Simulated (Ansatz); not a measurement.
BeFH (SMILES [BeH][F]) moved off its minimum; all values from Ansatz (a program for electronic structure), cores frozen in correlated methods.
(charge 0, multiplicity 1)
```xyz
3

Be    -0.0566    -0.0656    -0.7631
H      0.1473     0.0554    -2.0706
F     -0.0722     0.0261     0.6245
```

```json
[
 {"level": "HF/def2-TZVPP", "largest force (eV/Å)": "1.13", "on atom": "Be1", "rms difference from CCSD(T)/aug-cc-pVTZ (eV/Å)": "0.249", "dipole (D)": "1.16"},
 {"level": "PBE/def2-TZVPP", "largest force (eV/Å)": "0.58", "on atom": "Be1", "rms difference from CCSD(T)/aug-cc-pVTZ (eV/Å)": "0.085", "dipole (D)": "0.84"},
 {"level": "r2SCAN/def2-TZVPP", "largest force (eV/Å)": "0.72", "on atom": "Be1", "rms difference from CCSD(T)/aug-cc-pVTZ (eV/Å)": "0.030", "dipole (D)": "0.90"},
 {"level": "B3LYP/def2-TZVPP", "largest force (eV/Å)": "0.69", "on atom": "Be1", "rms difference from CCSD(T)/aug-cc-pVTZ (eV/Å)": "0.041", "dipole (D)": "0.94"},
 {"level": "wB97M-V/def2-TZVPP", "largest force (eV/Å)": "0.61", "on atom": "Be1", "rms difference from CCSD(T)/aug-cc-pVTZ (eV/Å)": "0.059", "dipole (D)": "0.93"},
 {"level": "MP2/aug-cc-pVTZ", "largest force (eV/Å)": "0.54", "on atom": "Be1", "rms difference from CCSD(T)/aug-cc-pVTZ (eV/Å)": "0.072", "dipole (D)": "0.96"},
 {"level": "CCSD(T)/aug-cc-pVTZ", "largest force (eV/Å)": "0.65", "on atom": "Be1", "rms difference from CCSD(T)/aug-cc-pVTZ (eV/Å)": "0.000", "dipole (D)": "0.98"}
]
```

The differences count from one level among others, with limits of its own. Forces at CCSD(T)/aug-cc-pVTZ (eV/Å):

```json
[
 {"atom": "Be1", "Fx": "0.269", "Fy": "0.333", "Fz": "0.486"},
 {"atom": "H2", "Fx": "-0.139", "Fy": "-0.155", "Fz": "-0.031"},
 {"atom": "F3", "Fx": "-0.130", "Fy": "-0.179", "Fz": "-0.455"}
]
```
